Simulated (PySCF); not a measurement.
PySCF job for Si(Cl)(SiH3) (ClH₃Si₂), SMILES [Si]([SiH3])Cl (connectivity only; charge and spin as stated), neutral, multiplicity 1, C-PCM-B3LYP/def2-SVP. Geometry: ωB97X-D3(BJ)/def2-TZVP.

```python
import numpy as np
from pyscf import gto, scf, dft
from pyscf.solvent import pcm

mol = gto.M(
    atom='''
    Si    1.09602479   -0.24232860   -0.00000000
    Cl   -0.52496609   -1.55150066    0.00000000
    Si   -0.31998527    1.68118516   -0.00000000
    H    -1.18275975    1.63148285    1.21009153
    H     0.42538983    2.96855359    0.00000001
    H    -1.18275975    1.63148285   -1.21009154
    ''',
    basis='def2-SVP',
    charge=0,
    spin=0,
    max_memory=1600,
    verbose=3,
)
mf = dft.RKS(mol, xc='b3lyp').density_fit(auxbasis='def2-universal-jkfit')
mf.grids.level = 3
mf.conv_tol = 1e-9
mf.max_cycle = 100
mf.kernel()
res = {}
for name, eps in {'water': 78.355, 'dimethylsulfoxide': 46.826, 'chlorobenzene': 5.6968}.items():
    s = mf.PCM()
    s.with_solvent.method, s.with_solvent.eps, s.with_solvent.lebedev_order = 'C-PCM', eps, 29
    s.kernel(mf.make_rdm1())
    res[name] = (s.e_tot, eps, s.dip_moment(), s.mo_energy, s.converged)
    print(f'{name}: electrostatic solvation free energy {(s.e_tot - mf.e_tot) * 627.509474:.3f} kcal/mol')
```

It prints:

```
converged SCF energy = -1040.69914813602

WARN: PCM is an experimental feature. It is still in testing.
Features and APIs may be changed in the future.

converged SCF energy = -1040.70189882762
Dipole moment(X, Y, Z, Debye):  0.73288,  0.65830,  0.00000
water: electrostatic solvation free energy -1.726 kcal/mol

WARN: PCM is an experimental feature. It is still in testing.
Features and APIs may be changed in the future.

converged SCF energy = -1040.70187208612
Dipole moment(X, Y, Z, Debye):  0.73024,  0.65557,  0.00000
dimethylsulfoxide: electrostatic solvation free energy -1.709 kcal/mol

WARN: PCM is an experimental feature. It is still in testing.
Features and APIs may be changed in the future.

converged SCF energy = -1040.70140195162
Dipole moment(X, Y, Z, Debye):  0.68544,  0.60930,  0.00000
chlorobenzene: electrostatic solvation free energy -1.414 kcal/mol
```

Self-consistency was reached.

Cost: around 23 core-seconds (rough).
